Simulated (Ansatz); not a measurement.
Consider the cleavage of the Si–Si bond: `[SiH3][SiH2]Cl` + `N=C(N)[SeH]` → `N=C(N)[Se][SiH3]` + `[SiH3]Cl`.

Gas-phase electronic energies from Ansatz, PBE0-D4/def2-TZVP geometries. CBS: MP2 limit from def2 TZ/QZ plus the TZ coupled-cluster correction, frozen cores. This one scheme is used for every species. Functionals use def2-TZVPP. For Se outer-core shells are correlated without core-valence functions, which leaves a few kJ/mol of doubt a bond. Scalar relativity is left out up to krypton. Each species was taken in one conformer, which may not be the lowest.

Q: Is it downhill or uphill in electronic energy at CCSD(T)/CBS, and by how much? (An estimate is asked.)

A: Ansatz gave: Downhill: ΔE = -63.8 kJ/mol.

Q: What do these levels give: r2SCAN-D4, ωB97M-V, CCSD/def2-TZVPP, HF/def2-QZVPP, SCS-MP2/def2-QZVPP, HF/CBS(def2)? (Best estimate.)

A: The calculation gave: r2SCAN-D4 -58.0, ωB97M-V -64.1, CCSD/def2-TZVPP -60.0, HF/def2-QZVPP -65.3, SCS-MP2/def2-QZVPP -70.4, HF/CBS(def2) -65.3 kJ/mol.

Largest T1 diagnostic among the species: 0.013.

From PBE to PBE0 (25 % exact exchange), in def2-TZVPP and without D4, ΔE moves by −4.5 kJ/mol. The D4 term adds −3.6 kJ/mol with B3LYP and −2.0 kJ/mol with PBE0; it sums over pairs of atoms, weighted by their polarisabilities, and B3LYP, whose exchange is more repulsive, gets the larger term.

B3LYP here is the variant with VWN-RPA as its local correlation; programs differ in this.
